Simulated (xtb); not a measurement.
C2H9NSi3, SMILES [SiH3]C1=N[SiH2][SiH2]C1. All values are semi-empirical tight-binding results from xtb (GFN2-xTB unless named), good for trends rather than for accurate numbers. The structure is a stationary point at GFN2-xTB. This is a generated structure with no PubChem entry under its InChIKey; it may be hypothetical. The values are those of a single conformer.

Optimised geometry:

Bond lengths (Å): Si1–C2 1.906, Si1–H7 1.467, Si1–H8 1.461, Si1–H9 1.461, C2–N3 1.263, C2–C6 1.509, N3–Si4 1.744, Si4–Si5 2.306, Si4–H10 1.463, Si4–H11 1.463, Si5–C6 1.922, Si5–H12 1.467, Si5–H13 1.467, C6–H14 1.092, C6–H15 1.092. Angles (°): C2–Si1–H7 108.5, C2–Si1–H8 108.5, C2–Si1–H9 108.6, H7–Si1–H8 109.9, H7–Si1–H9 110.0, H8–Si1–H9 111.3, Si1–C2–N3 116.2, Si1–C2–C6 119.7, N3–C2–C6 124.1, C2–N3–Si4 121.1, N3–Si4–Si5 93.7, N3–Si4–H10 105.9, N3–Si4–H11 105.9, Si5–Si4–H10 119.0, Si5–Si4–H11 119.1, H10–Si4–H11 109.9, Si4–Si5–C6 90.8, Si4–Si5–H12 119.6, Si4–Si5–H13 119.6, C6–Si5–H12 108.4, C6–Si5–H13 108.5, H12–Si5–H13 107.7, C2–C6–Si5 110.2, C2–C6–H14 107.4, C2–C6–H15 107.4, Si5–C6–H14 113.0, Si5–C6–H15 112.9, H14–C6–H15 105.6.
Charge 0, spin multiplicity 1.

The geometry has at least one imaginary mode, so it is a saddle point at that level.

**Question.** Estimate the properties. (The exact figures need the calculation; the answer reports its results.)

**Answer.** 
The point group as xtb finds it comes out as Cs, the orbital gap comes out as 2.15 eV and the dipole moment is 1.26 D. The static polarisability (D4 model) is 112.4 bohr³, the solvation energy, GFN2-xTB/ALPB(water) comes out as 0.0 kcal/mol and the solvation energy, GFN2-xTB/ALPB(toluene) comes out as -2.4 kcal/mol.

**Question.** Give the atomic charges and the Wiberg bond orders between heavy atoms. (An estimate is asked for; the answer gives what the named calculation found.)

**Answer.** charges (e) Si1 0.44, C2 0.01, N3 -0.36, Si4 0.40, Si5 0.36, C6 -0.18, H7 -0.10, H8 -0.09, H9 -0.09, H10 -0.11, H11 -0.11, H12 -0.11, H13 -0.11, H14 0.02, H15 0.02. Bond orders Si1–C2 0.83, C2–N3 1.91, N3–Si4 1.06, Si4–Si5 0.83, C2–C6 1.03, Si5–C6 0.88.
